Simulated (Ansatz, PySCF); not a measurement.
Nb(NH)(F)(Cl)2 (Cl2FHNNb), SMILES [NH]=[Nb]([F])([Cl])[Cl], multiplicity 1. Atoms are numbered in the order given.

```xyz
6

Nb     0.0017     0.2681     0.0000
N      1.4468     1.2293     0.0000
H      2.2906     1.7984     0.0000
F     -1.4535     1.4408     0.0000
Cl     0.0377    -1.0322    -1.9089
Cl     0.0377    -1.0322     1.9089
```
Charge 0, spin multiplicity 1.

Geometry: B3LYP-D3(BJ)/def2-SVP. The spin state was assumed, not searched. The structure was generated by enumeration; whether it is a known compound was not checked. The def2 effective core potentials stand for the cores of Nb; spin–orbit coupling is left out.

Two levels are set side by side: PBE-D3(BJ)/def2-SVP (Ansatz, an electronic-structure program) and B3LYP-D3(BJ)/def2-SVP (Ansatz). Each level has its own optimised geometry; the coordinates shown are those of the second. Frequencies come from the Hessian of PySCF at each geometry. Differences are taken from unrounded values.

```csv
quantity,B3LYP-D3(BJ)
mean bond length (Å),1.848
bond Nb1–N2 (Å),1.736
bond Nb1–F4 (Å),1.869
bond Nb1–Cl5 (Å),2.310
bond Nb1–Cl6 (Å),2.310
bond N2–H3 (Å),1.018
highest harmonic wavenumber (cm⁻¹),3617
mean harmonic wavenumber (cm⁻¹),680
zero-point energy (kcal/mol),11.67
```

Question: What does PBE-D3(BJ) give, and how far is it from B3LYP-D3(BJ)? (The exact figures need the calculation; the answer reports its results.)

Answer: 
```tsv
quantity	PBE-D3(BJ)	PBE-D3(BJ) minus B3LYP-D3(BJ)
mean bond length (Å)	1.852	0.003
bond Nb1–N2 (Å)	1.745	0.009
bond Nb1–F4 (Å)	1.873	0.005
bond Nb1–Cl5 (Å)	2.308	-0.002
bond Nb1–Cl6 (Å)	2.308	-0.002
bond N2–H3 (Å)	1.025	0.007
highest harmonic wavenumber (cm⁻¹)	3544	-73
mean harmonic wavenumber (cm⁻¹)	665	-16
zero-point energy (kcal/mol)	11.40	-0.27
```
